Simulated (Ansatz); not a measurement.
`[OH][Ga]([Cl])[O][SiH3]` + `BO[SiH2]S[SiH3]` → `B[O][Ga]([Cl])[O][SiH3]` + `O[SiH2]S[SiH3]`  (redistribution)

Program: Ansatz. Geometries: PBE0-D4/def2-TZVP. ΔE: electronic, gas phase. CCSD(T)/CBS is the MP2 limit (def2-TZVPP, def2-QZVPP) plus CCSD(T) − MP2 in def2-TZVPP, frozen cores. Functionals use def2-TZVPP. B3LYP here is the variant with VWN-RPA as its local correlation; programs differ in this. For Ga outer-core shells are correlated without core-valence functions, which leaves a few kJ/mol of doubt a bond. Scalar relativity is left out up to krypton. Each species was taken in one conformer, which may not be the lowest.

`[OH][Ga]([Cl])[O][SiH3]`:

```xyz
9

O     1.438   -1.971   -1.691
Ga    0.400   -0.616   -1.248
Cl   -0.576    0.502   -2.754
O     0.184   -0.203    0.455
Si   -0.633    0.917    1.330
H     1.827   -2.402   -0.925
H    -0.130    2.286    1.036
H    -2.088    0.870    1.028
H    -0.421    0.616    2.768
```

`BO[SiH2]S[SiH3]`:

Z-matrix (Å, degrees):
```
Si
O 1 1.649
S 1 2.124 2 113.8
H 1 1.481 2 106.5 3 -121.8
H 1 1.478 2 107.4 3 118.0
B 2 1.347 1 137.3 3 5.9
Si 3 2.143 1 97.2 2 -79.0
H 6 1.199 2 117.6 1 179.2
H 6 1.201 2 120.4 1 -0.8
H 7 1.482 3 107.0 1 154.7
H 7 1.485 3 110.1 1 35.1
H 7 1.484 3 110.6 1 -85.5
```

`B[O][Ga]([Cl])[O][SiH3]`:

```xyz
11

B     1.238    0.917   -1.520
O     0.400    1.810   -0.959
Ga   -0.865    1.423    0.243
Cl   -2.187    2.963    0.798
O    -1.021   -0.165    0.966
Si   -0.346   -1.659    0.991
H     2.051    1.325   -2.303
H     1.174   -0.256   -1.245
H     1.108   -1.576    1.293
H    -1.023   -2.443    2.053
H    -0.529   -2.340   -0.318
```

`O[SiH2]S[SiH3]`:

Cartesian coordinates in Å:
```
O -0.580 -1.387 -1.267
Si 0.320 -1.449 0.106
S 1.457 0.327 0.424
Si -0.166 1.724 0.389
H -0.120 -1.198 -2.088
H -0.667 -1.653 1.187
H 1.336 -2.530 0.074
H 0.297 2.931 1.115
H -0.524 2.096 -1.002
H -1.353 1.140 1.062
```

| level | ΔE (kJ/mol) |
| --- | --- |
| r2SCAN-D4 | 2.0 |
| B3LYP | 1.6 |
| HF/def2-TZVPP | -0.7 |
| CCSD/def2-TZVPP | 0.0 |

Task: What does CCSD(T)/CBS give? (Best estimate.)

Result: Ansatz gave: +2.7 kJ/mol. The listed levels differ from it by -0.7, -1.1, -3.4, -2.7 kJ/mol.

Largest T1 diagnostic among the species: 0.014.
